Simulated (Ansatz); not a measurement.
System: sum formula BNH3, net charge 1, singlet state. It need not be the lowest isomer of its formula. 
Geometry from a B3LYP-D3(BJ)/def2-TZVP (Ansatz, a first-principles code) optimisation:
```
N
B 1 1.3115
H 1 1.0214 2 123.45
H 1 1.0214 3 113.09 2 180.00
H 2 1.1685 3 155.55 1 180.00
```
Charge +1, spin multiplicity 1.

Property: vertical ionisation energy (to the doublet state of charge +2; each state is the SCF solution reached for its spin), in eV. Correlated levels leave the core frozen unless marked. Open shells are spin-unrestricted. No spin-orbit coupling. Non-relativistic. CBS(X,Y): correlation extrapolated as X^-3; Hartree-Fock from the larger set.

CCSD(T)/CBS(def2-TZVPPD,def2-QZVPPD) (Ansatz) gives 20.06 eV.

Another calculation gave 19.97 eV. Which level was it?
A. SVWN5/def2-TZVPD (Ansatz)
B. wB97M-V/def2-TZVPD (Ansatz)
C. BHLYP/def2-TZVPD (Ansatz)
D. B3LYP/def2-TZVPD (Ansatz)

B, wB97M-V/def2-TZVPD (Ansatz). The others give 20.08 (B3LYP), 20.53 (SVWN5), 19.67 (BHLYP) eV.
